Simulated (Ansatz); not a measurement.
One change: `[OH][Al]([SiH3])[Br]` becomes `[NH2][Al]([OH])[Br]`.

Ansatz, PBE0-D4/def2-TZVP geometries, multiplicity 1. Each molecule was computed in one conformer, which needn't be the lowest.

Scalar relativity is left out up to krypton. Spin–orbit coupling is left out; it splits and shifts lone-pair levels of the heavy atoms by tenths of an eV.

```tsv
property	`[OH][Al]([SiH3])[Br]`
HOMO energy (B3LYP/def2-TZVPP) / eV	-7.87
ideal-gas entropy at 298 K and 1 bar (rigid rotor, harmonic PBE0-D4/def2-TZVP) / J/(mol·K)	377
size of the dipole moment (B3LYP/def2-TZVPP) / D	0.72
LUMO energy (ωB97M-V/def2-TZVPP) / eV	0.32
LUMO energy (PBE/def2-TZVPP) / eV	-2.12
HOMO–LUMO gap (ωB97M-V/def2-TZVPP) / eV	10.41
```

(1) Give the same properties after the change, and the shifts. (An estimate is asked.)

Answers

(1) Computed: 
| property | `[NH2][Al]([OH])[Br]` | shift |
| --- | --- | --- |
| HOMO energy (B3LYP/def2-TZVPP) / eV | -7.47 | 0.40 |
| ideal-gas entropy at 298 K and 1 bar (rigid rotor, harmonic PBE0-D4/def2-TZVP) / J/(mol·K) | 338 | -39 |
| size of the dipole moment (B3LYP/def2-TZVPP) / D | 3.30 | 2.58 |
| LUMO energy (ωB97M-V/def2-TZVPP) / eV | 1.06 | 0.74 |
| LUMO energy (PBE/def2-TZVPP) / eV | -1.33 | 0.79 |
| HOMO–LUMO gap (ωB97M-V/def2-TZVPP) / eV | 11.18 | 0.77 |

With PBE0 the HOMO rises by 0.35 eV and the LUMO rises by 0.89 eV, so the gap widens by about 0.54 eV. PBE moves the HOMO by 0.66 eV and ωB97M-V by -0.03 eV. The zero-point energy changes by 2.6 kJ/mol with -3 modes. Dipoles are sizes alone; their direction can turn. Modes under 60 cm⁻¹, often nearly free rotors, make the harmonic entropy too high.

Positive LUMOs are unbound, so they and the gaps depend on the basis.

B3LYP here is the variant with VWN-RPA as its local correlation; programs differ in this.
